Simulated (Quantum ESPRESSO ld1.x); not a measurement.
Values are calculated unless marked as measured or tabulated.
All-electron atom: Tc35+ in [He] 2s2 2p4.

Level of theory: scalar-relativistic Kohn-Sham, LDA (Slater exchange, Perdew-Zunger correlation), spin-polarised, spherical densities, point nucleus; open shells are filled with parallel spins first (ld1.x of Quantum ESPRESSO 7.5).

Energy parts (Ry):
total: -6129.4720
kinetic: 6383.4644
electron-nucleus: -12989.4242
Hartree: 587.0586
exchange-correlation: -110.5707

Orbitals (lengths in bohr, moments of r in powers of bohr; r(max) is where P^2 peaks; r(90%) holds 90 % of the orbital's charge):
orbital  occ.  eigenvalue (Ry)  r(90%)  r(max)
1s up       1         -1707.43  0.0614   0.022
1s down     1         -1706.01  0.0613   0.022
2s up       1         -374.196   0.221   0.124
2s down     1         -372.195   0.222   0.124
2p up       3         -355.340   0.201   0.098
2p down     1         -352.923   0.202   0.098

The highest occupied level is 2p down at -4801.8 eV. Spin moment in Bohr magnetons: 2.
